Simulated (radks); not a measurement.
Values are calculated unless marked as measured or tabulated.
The germanium ion Ge11+, 21 electrons, occupied as [Ar] 3d1 4s2 (not the ground configuration).

Level of theory: Dirac Kohn-Sham, PW91, spin-unpolarised, spherical densities, point nucleus; open shells fill j = l - 1/2 first (a radial shooting solver on a logarithmic mesh with Libxc functionals).

Energy parts (eV):
| part | energy |
|---|---|
| total | -55484.007 |
| kinetic | 56729.894 |
| electron-nucleus | -126687.701 |
| Hartree | 16325.909 |
| exchange-correlation | -1852.110 |

Orbitals (lengths in bohr, moments of r in powers of bohr; <r^-3> diverges for s and p1/2; r(max) is where P^2 peaks):
1s1/2: occ. 2; eigenvalue (eV) -11315.91; <r> 0.04701; r(max) 0.03073
2s1/2: occ. 2; eigenvalue (eV) -1736.274; <r> 0.2091; r(max) 0.1760
2p1/2: occ. 2; eigenvalue (eV) -1585.174; <r> 0.1807; r(max) 0.1392
2p3/2: occ. 4; eigenvalue (eV) -1553.246; <r> 0.1842; <r^-3> 961.0; r(max) 0.1422
3s1/2: occ. 2; eigenvalue (eV) -476.1057; <r> 0.5647; r(max) 0.5149
3p1/2: occ. 2; eigenvalue (eV) -425.6223; <r> 0.5586; r(max) 0.5018
3p3/2: occ. 4; eigenvalue (eV) -419.8502; <r> 0.5654; <r^-3> 175.2; r(max) 0.5082
3d3/2: occ. 1; eigenvalue (eV) -338.1187; <r> 0.5293; <r^-3> 24.59; r(max) 0.4309
3d5/2: occ. 0; eigenvalue (eV) -337.0648; <r> 0.5313; <r^-3> 24.00; r(max) 0.4326
4s1/2: occ. 2; eigenvalue (eV) -199.2985; <r> 1.212; r(max) 1.169

The highest occupied level is 4s1/2 at -199.30 eV. The configuration is held as typed, so some empty levels lie below it. Summed over all electrons, <r^2> = 6.906 bohr^2, which gives a Langevin (diamagnetic) susceptibility term of -5.47 x 10^-6 cm^3/mol.

Run on one thread of a shared host, so times are rough (Arm Neoverse N1): 0.12 s of CPU time, 0.12 s wall, 13 iterations on 2476 mesh points.
